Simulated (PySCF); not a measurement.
PySCF 2.14 output of a UHF calculation on a single atom or ion in aug-cc-pVDZ-PP with ECP28MDF (5s5p4d2f, 54 functions), with scalar relativity through the core potential:

```
SCF conv_tol = 1e-09
number electrons alpha = 7  beta = 4
cycle= 1 E= -45.9609199831476  delta_E= -0.00492  |g|= 0.0197  |ddm|= 0.0842
cycle= 2 E= -45.9622762875827  delta_E= -0.00136  |g|= 0.0137  |ddm|= 0.0575
cycle= 3 E= -45.9636488940216  delta_E= -0.00137  |g|= 0.0138  |ddm|= 0.0774
cycle= 4 E= -45.9627466388237  delta_E= 0.000902  |g|= 0.0136  |ddm|= 0.0568
cycle= 5 E= -45.9526012447112  delta_E= 0.0101  |g|= 0.0494  |ddm|= 1.23
cycle= 6 E= -45.9506827712707  delta_E= 0.00192  |g|= 0.0705  |ddm|= 0.415
cycle= 7 E= -45.9513671834699  delta_E= -0.000684  |g|= 0.0634  |ddm|= 0.137
cycle= 8 E= -45.9517447341052  delta_E= -0.000378  |g|= 0.0587  |ddm|= 0.088
cycle= 9 E= -45.9539249579752  delta_E= -0.00218  |g|= 0.0207  |ddm|= 0.512
cycle= 10 E= -45.9542549167143  delta_E= -0.00033  |g|= 0.00468  |ddm|= 0.297
cycle= 11 E= -45.9542552325425  delta_E= -3.16e-07  |g|= 0.000983  |ddm|= 0.0912
cycle= 12 E= -45.9542556566982  delta_E= -4.24e-07  |g|= 0.000258  |ddm|= 0.0168
cycle= 13 E= -45.9542556896762  delta_E= -3.3e-08  |g|= 5.92e-05  |ddm|= 0.00458
cycle= 14 E= -45.9542556913233  delta_E= -1.65e-09  |g|= 4.44e-06  |ddm|= 0.000966
cycle= 15 E= -45.9542556913332  delta_E= -9.93e-12  |g|= 4.7e-07  |ddm|= 6.61e-05
converged SCF energy = -45.9542556913332  <S^2> = 3.7525908  2S+1 = 4.0012952
```

The run itself started from symmetry-adapted Hartree-Fock orbitals and held the occupation by maximum overlap, so the iterations belong to that start.

Task: Which element, charge and spin multiplicity is this?

Result: Zr⁺ (zirconium, charge +1), multiplicity 4; the state was [Kr] 4d1 5s1 5p1, one real determinant (an excited configuration).

⟨L²⟩ = 9.11 against 12 for a pure F term, so this real determinant mixes terms. Energies and moments cover only the electrons outside the core potential.
